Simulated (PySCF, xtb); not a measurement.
Bi(H)2(OH) (BiH3O), SMILES [BiH2][OH].

xtb with GFN2-xTB at its own geometry gives an orbital gap of 6.50 eV and a dipole moment of 2.68 D.

Geometry: PBE0-D3(BJ)/def2-TZVP. The def2 effective core potentials stand for the cores of Bi; spin–orbit coupling is left out.

Q: What does PBE0/def2-TZVPD run with PySCF give? (The exact figures need the calculation; the answer reports its results.)

A: gap 6.67 eV (levels -7.94 and -1.28 eV), dipole 1.78 D.
